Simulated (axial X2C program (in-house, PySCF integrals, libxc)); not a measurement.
The numbers below are computed, except where a source is named.
## AlRu: input and output

Program: an axial X2C code built on PySCF integrals.

Input file and command:
```json
{
 "zs": [
  44,
  13
 ],
 "q": 0,
 "bas": [
  "dyall-cv3z",
  "dyall-v3z"
 ],
 "levels": [
  "PBE0",
  "HF",
  "PBE"
 ],
 "cc": true,
 "r0": 2.51,
 "thr": -2.0,
 "nmax": 90,
 "npts": 10,
 "nst": 2,
 "ntry": 6
}
```
```bash
python so2c.py task.json out
```

Keys: zs atomic numbers; q charge; bas basis sets; levels methods; cc coupled cluster on or off; r0 starting distance in Å; thr threshold in hartree for freezing inner shells (an s shell follows its p shell); nmax most natural virtual spinors; npts points on the curve; nst determinants followed; ntry starts of the search. HF also brings MP2.

Output of the PBE0 step, 2c, at R = 2.286 Å for the state Ω = 3/2. It starts from the PBE0 orbitals of the search at 2.286 Å.

```
two-component X2C + atomic mean field  PBE0
basis functions 199  fitting functions 979  grid points 5078
iter        total energy     max residual
   1      -4770.972189549     5.00e-06
   2      -4770.972189549     1.37e-05
converged
one-electron -6844.36641772  Coulomb 2096.25639205  exact exchange -37.62013003  xc functional -115.38557378  nuclear repulsion 132.41004578  atomic mean-field constant -2.26650584
```
Energies are in hartree; totals compare only within one Hamiltonian and basis. The determinant is spin-polarised beyond a pure state at some levels (its spin-free form has ⟨S²⟩ too high), which makes Re and μ there less reliable.
